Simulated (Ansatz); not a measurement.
Energy profile

The step: SnH₃Br ([Br][SnH3]) + H₂S → SnH₄S ([SH][SnH3]) + HBr; bonds formed: Sn1–S7, Br2–H6; bonds broken: Sn1–Br2, H6–S7 (atoms numbered as in the saddle structure below).

Sn1  (-0.878, -0.485, -0.222)
Br2  (1.809, -1.500, 0.374)
H3  (-0.759, -1.431, -1.621)
H4  (-1.224, -1.132, 1.307)
H5  (-2.109, 0.694, -0.516)
H6  (1.705, 0.450, 0.011)
S7  (0.830, 1.550, -0.313)
H8  (0.626, 1.854, 0.981)
(Å)

Electronic energies by CCSD(T) at an estimated basis limit (MP2 extrapolated from triple and quadruple zeta, plus CCSD(T) − MP2 in triple zeta), on PBE0-D4/def2-TZVP structures; SnH$_{5}$SBr, closed shell; no counterpoise correction. Computed with Ansatz 0.2.0 (basis: def2-TZVPP and def2-QZVPP); correlated methods freeze the cores. Filled d shells of the heavier atoms are correlated. Core potentials replace the inner electrons of the atoms past krypton. The def2 sets are not built for correlating such inner shells, so the correlated values are less sure here. Extrapolation: Hartree–Fock as exp(−7.88 √X), correlation as X^−2.97.

Give the profile in kcal/mol, counted from the separated reactants. (Judge from chemistry; the value comes from the calculation.)

By the calculation:
```tsv
point	kcal/mol
separated: SnH$_{3}$Br (linked as [Br][SnH3]; Sn1, Br2, H3, H4, H5; singlet) + H$_{2}$S (H6, S7, H8; singlet)	0.00
start structure	-3.23
saddle	23.46
end structure	7.21
separated: SnH$_{4}$S (linked as [SH][SnH3]; Sn1, H3, H4, H5, S7, H8; singlet) + HBr (Br2, H6; singlet)	11.27
```

The T1 diagnostic stays at or below 0.013.

Exchanges of this kind with a chalcogen hydride build sulfide and selenide films.

For scale, one of the runs: CCSD(T)/def2-TZVPP, 210 basis functions, launched by `ansatz run in.yaml --threads 4 --pin off --events-out ev --progress --plain --max-ram 9574MiB`. Hardware: 4 CPU threads of an Arm Neoverse V1, shared host. Wall time 2.2 min; peak host memory 3.1 GiB.
